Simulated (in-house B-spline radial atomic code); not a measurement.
Response and correlation of Pt¹⁰⁺

Closed shell [Xe] 4f14. Computed with a B-spline radial code for spherical atoms: Dirac-Hartree-Fock, relativistic RPA (time-dependent Dirac-Hartree-Fock) for the response and second-order many-body perturbation theory for correlation, no-pair Dirac-Coulomb Hamiltonian, finite nucleus.

Command:
```bash
python run_mb.py task.json out
```
Settings (nuclear radius in fm, box in bohr, cutoff in hartree):
```
basis_form          2
Z                   78
core_configuration  [Xe] 4f14
rms_radius          5.427
mass_number         195
speed_of_light      137.036
box_radius          6.608
lmax                7
intervals           60
virtual_cutoff      152100.0
```

Time taken, with all properties: 18 s on 1 thread of Arm Neoverse V2, with other jobs on the host.

```
multipole (bohr³, bohr⁵, bohr⁷)  uncoupled  coupled RPA
                         dipole     1.2707            ?
                     quadrupole    0.85105      0.92171
                       octupole     1.7827       2.1363
```

Q: What is the coupled dipole polarisability?

A: 1.0547 atomic units, -17 % against the uncoupled value.

Q: Which subshells carry the dipole polarisability?

A: 5p3/2 67.3 %, 5p1/2 21.4 %, 4f7/2 6.1 %.

Q: What does the dipole shielding factor come to?

A: The dipole shielding factor is 0.872, against the exact N/Z = 68/78 = 0.872 of the non-relativistic theorem.

Dipole polarisability at imaginary frequency:

```csv
u (Eh),α(iu) (bohr³)
0,1.055
1.82,0.7795
5.47,0.3116
10.9,0.1369
18.2,0.06939
36.5,0.02465
73,0.007883
182,0.001579
```

Q: What dispersion coefficients follow for two such ions (the dispersion part alone)?

A: C6 = (3/π)∫α(iu)²du = 2.845 hartree·bohr⁶ and C8 = 14.54 hartree·bohr⁸.

Lowest J = 1 odd-parity excitations:

```json
{"energy (eV)": "52.854", "oscillator strength": "0.000684", "leading channel": "5p3/2 → d3/2", "weight": "0.853"}
{"energy (eV)": "62.974", "oscillator strength": "1.57", "leading channel": "5p3/2 → d5/2", "weight": "0.686"}
{"energy (eV)": "78.117", "oscillator strength": "3.14", "leading channel": "5p1/2 → d3/2", "weight": "0.866"}
{"energy (eV)": "89.74", "oscillator strength": "0.646", "leading channel": "5p3/2 → s1/2", "weight": "0.993"}
{"energy (eV)": "91.696", "oscillator strength": "0.0286", "leading channel": "4f7/2 → d5/2", "weight": "0.55"}
{"energy (eV)": "95.345", "oscillator strength": "0.289", "leading channel": "4f5/2 → d5/2", "weight": "0.588"}
{"energy (eV)": "96.335", "oscillator strength": "1.59", "leading channel": "4f7/2 → d5/2", "weight": "0.398"}
{"energy (eV)": "107.32", "oscillator strength": "0.241", "leading channel": "5p1/2 → s1/2", "weight": "0.995"}
```

Second-order correlation energy by the highest angular momentum of the excited pair (hartree): s -0.03133, p -0.2634, d -0.8815, f -1.502, g -1.277, h -0.4495, i -0.2078, k -0.1032.

Q: What is the second-order correlation energy at the partial-wave limit?

A: The listed waves sum to -4.7158 hartree; extrapolating the increments as (l + 1/2)⁻⁴ gives -4.9267 hartree, -1.97 eV per electron.
